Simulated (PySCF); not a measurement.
I2Zr, SMILES [I][Zr][I], multiplicity 1.

Geometry optimised at B3LYP-D3(BJ)/def2-SVP. The geometry has at least one imaginary mode, so it is a saddle point at that level. The multiplicity is an assumed one; other spin states were not compared. The def2 effective core potentials stand for the cores of I, Zr; spin–orbit coupling is left out.

Calculation: PBE/def2-TZVPD in PySCF.

The molecule is in vacuum.

Estimate the frontier levels, gap, dipole moment and polarisability. (The exact figures need the calculation; the answer reports its results.)


The highest occupied level is -4.76 eV and the lowest empty level comes out as -4.69 eV. The orbital gap is 0.07 eV, the dipole moment is 0.00 D and the quadrupole, principal values (traceless, Buckingham form, about the centre of nuclear charge) is -1.21, 0.60, 0.61 D·Å. The mean static polarisability is 151.1 bohr³ (22.39 Å³) and the polarisability, principal values is 120.3, 120.3, 212.7 bohr³.
